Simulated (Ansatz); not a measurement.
Spectroscopic constants of HfO, multiplicity 3 (not the ground state: that is measured with 2S+1 = 1). No spin–orbit coupling.

Constants: fifth-degree fit in 1/R to seven points, most abundant isotopes. In def2 and cc sets the state is the lowest found near the PBE0 minimum, followed along R.

Run with Ansatz (Gaussian orbitals).  In def2 rows elements past Kr take small-core potentials, without spin–orbit coupling.

Energies at wB97X-V/def2-TZVPP:

```
R (Å)       E (hartree)
--------  -------------
1.617021  -123.13848252
1.660490  -123.14864779
1.700481  -123.15364599
1.745688  -123.15514674
1.790895  -123.15304337
1.843057  -123.14705064
1.903912  -123.13635757
```

**Question.** With a reduced mass of 14.6892 u, find the minimum, the force constant and the constants.

**Answer.** A fifth-degree polynomial in 1/R puts the minimum at r_e = 1.7404 Å with force constant 786 N/m. Then ω_e = (1/2πc)√(k/μ) = 953 cm⁻¹ and B_e = h/(8π²cμr_e²) = 0.3789 cm⁻¹; the cubic and quartic terms give α_e = 0.0016 and ω_e x_e = 2.7 cm⁻¹.

Ansatz is an electronic-structure program.
